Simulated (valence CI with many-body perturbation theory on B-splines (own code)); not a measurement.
Values are calculated unless marked as measured or tabulated.
# Hyperfine factors and g values of Pm55+

Method: relativistic CI+MBPT: four valence electrons over a frozen Dirac-Fock core [He], a basis of 11 s, 11 p, 9 d, 7 f, 5 g, 2 h, 1 i functions for each j, with the one-electron correlation potential Σ1, the two-electron term Σ2, the three-electron term Σ3, Breit, model QED; selected CI, second order for the rest (own B-spline code, finite nucleus).

No measured spectrum was set against this ion. As an estimate, large intervals hold to a few tenths of a per cent, small ones and those within an open d or f shell to about a per cent. Among the levels kept, up to 280 cm⁻¹ of a level comes from second order outside the variational space, and about a tenth of that is noise between levels of different J, which matters for small intervals.

A/g_I is the dipole constant over the nuclear g factor μ/I (μ in nuclear magnetons, uniformly magnetised nucleus), B/Q the quadrupole constant per barn. Both hold the static response of the core; the bare values leave it out. Large factors of s and p1/2 electrons are usually good to 5 to 10 %; those of open d and f shells near neutrality can be off by tens of per cent, and small factors of p3/2, d and f electrons come from cancelling terms and can be off by a factor of two or in sign, in half-filled shells by more. B is blank for J = 1/2, where it vanishes, and for nearly pure S terms. Energies count from the lowest level. Levels with J = 0 are left out.

Levels are named by their leading jj configuration (3d3/2^4 stands for four electrons in 3d with j = 3/2), which in mixed levels can hold well under half, so a name can repeat and another be missing. Letters in brackets count levels of one name in rising energy.

| Level | E (eV) | g | A/g_I (MHz) | A/g_I bare | B/Q (MHz/b) | B/Q bare |
| --- | --- | --- | --- | --- | --- | --- |
| (2s^2 2p1/2 2p3/2) J=1 | 580.6 | 1.479 | -254000 | -236000 | 435000 | 436000 |
| (2s^2 2p1/2 2p3/2) J=2 | 597.6 | 1.154 | 1150000 | 1150000 | 791000 | 792000 |
| (2s 2p1/2^2 2p3/2) J=2 | 803.6 | 1.534 | 2820000 | 2810000 | 805000 | 807000 |
| (2s 2p1/2^2 2p3/2) J=1 | 873.2 | 1.100 | -1930000 | -1890000 | 527000 | 528000 |
| (2s^2 2p3/2^2) J=2 | 1193.9 | 1.297 | 458000 | 469000 | 77400 | 77500 |
| (2s 2p1/2 2p3/2^2) J=2 [a] | 1362.9 | 1.550 | 2060000 | 2050000 | 221000 | 222000 |
| (2s 2p1/2 2p3/2^2) J=3 | 1402.0 | 1.307 | 2530000 | 2510000 | -2390 | -2420 |
| (2s 2p1/2 2p3/2^2) J=1 [a] | 1464.8 | 1.299 | -1900000 | -1850000 | -377000 | -377000 |
| (2s 2p1/2 2p3/2^2) J=2 [b] | 1475.0 | 1.061 | -115000 | -90600 | -151000 | -152000 |
| (2s 2p1/2 2p3/2^2) J=1 [b] | 1478.3 | 1.325 | 5860000 | 5800000 | 196000 | 196000 |
| (2p1/2^2 2p3/2^2) J=2 | 1712.4 | 1.322 | 421000 | 443000 | 71900 | 72000 |
| (2s 2p3/2^3) J=2 | 2025.9 | 1.424 | 2880000 | 2860000 | -883000 | -884000 |
| (2s 2p3/2^3) J=1 | 2092.8 | 1.181 | -1980000 | -1930000 | -344000 | -344000 |
| (2p1/2 2p3/2^3) J=1 | 2304.3 | 1.479 | -286000 | -253000 | -432000 | -432000 |
| (2p1/2 2p3/2^3) J=2 | 2321.7 | 1.129 | 1150000 | 1150000 | -938000 | -940000 |
| (2s^2 2p1/2 3s) J=1 | 6652.4 | 1.315 | 3110000 | 3090000 | -12700 | -12700 |
| (2s^2 2p1/2 3p1/2) J=1 | 6716.2 | 0.646 | 2140000 | 2130000 | -3080 | -3080 |
| (2s 2p1/2^2 3s) J=1 | 6847.1 | 1.998 | 5920000 | 5850000 | 18900 | 18900 |
| (2s^2 2p1/2 3p3/2) J=2 | 6906.2 | 1.154 | 922000 | 920000 | 245000 | 245000 |
| (2s^2 2p1/2 3p3/2) J=1 | 6910.1 | 1.546 | -118000 | -115000 | 109000 | 109000 |
| (2s 2p1/2^2 3p1/2) J=1 | 6922.3 | 1.368 | 5310000 | 5250000 | -3690 | -3690 |
| (2s^2 2p1/2 3d3/2) J=2 | 6958.9 | 0.749 | 885000 | 880000 | 54300 | 54800 |
| (2s^2 2p1/2 3d3/2) J=1 | 6982.6 | 0.844 | -559000 | -556000 | 17200 | 17400 |
| (2s^2 2p1/2 3d5/2) J=2 | 7018.4 | 1.282 | -477000 | -475000 | 46200 | 46600 |
| (2s^2 2p1/2 3d5/2) J=3 | 7021.8 | 1.100 | 574000 | 571000 | 40300 | 40800 |
| (2s 2p1/2^2 3p3/2) J=2 | 7109.0 | 1.520 | 2560000 | 2540000 | 240000 | 240000 |
| (2s 2p1/2^2 3p3/2) J=1 | 7113.6 | 1.121 | -2330000 | -2300000 | 127000 | 127000 |
| (2s 2p1/2^2 3d3/2) J=1 | 7161.0 | 0.453 | -2410000 | -2380000 | 20200 | 20400 |
| (2s 2p1/2^2 3d3/2) J=2 | 7166.2 | 1.140 | 2450000 | 2420000 | 40500 | 40900 |
| (2s 2p1/2^2 3d5/2) J=3 | 7218.3 | 1.345 | 1700000 | 1680000 | 34300 | 34800 |
| (2s 2p1/2^2 3d5/2) J=2 | 7233.8 | 1.015 | -1520000 | -1500000 | 28800 | 29200 |

(1) Take the isotope of mass number 147, with I = 7/2, μ = 2.58 μN, leaving out the quadrupole term. What is the hyperfine structure of (2s 2p1/2 2p3/2^2) J=2 [a]?

Answers

(1) From the table A = 1510000 MHz. Shifts from the centre of gravity in MHz: F = 3/2: -1.36e+07, F = 5/2: -9820000, F = 7/2: -4530000, F = 9/2: 2260000, F = 11/2: 1.06e+07.
